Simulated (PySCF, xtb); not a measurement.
Si(H)(OH)2(NH2) (H5NO2Si), SMILES N[SiH](O)O. Atoms are numbered in the order given.

```xyz
9

Si    -0.0210     0.0363     0.3382
N     -0.8594    -1.4009    -0.0851
O     -0.6707     1.3918    -0.3710
O      1.5518     0.0236    -0.2177
H     -0.0930     0.1103     1.8206
H     -1.5372    -1.7899     0.5627
H     -1.1230    -1.5886    -1.0482
H     -0.0269     2.0374    -0.6870
H      2.0412    -0.7951    -0.0773
```

Coordinates come from a B3LYP-D3(BJ)/def2-SVP optimisation. One conformer was computed; it need not be the lowest.

Calculation: IEF-PCM-ωB97X/def2-SVP (PySCF 2.14.0).

The values are the electrostatic part of the solvation free energy, E(continuum) − E(gas) at the gas-phase geometry, in a cavity of scaled van der Waals radii (PySCF's table); cavitation and dispersion terms are not included. In vacuum the orbital gap is 13.85 eV. The dipole moment in vacuum is 1.49 D.

```
solvent       ε  ΔG(elec) (kcal/mol)  dipole (D)  gap (eV)
--------  -----  -------------------  ----------  --------
water     78.36                 -8.2        1.78     14.03
n-hexane   1.88                 -3.0        1.60     13.92
toluene    2.37                 -3.9        1.63     13.94
```

For comparison, GFN2-xTB/ALPB(water) (xtb, at the GFN2-xTB geometry, all terms of that model) gives -9.1 kcal/mol.
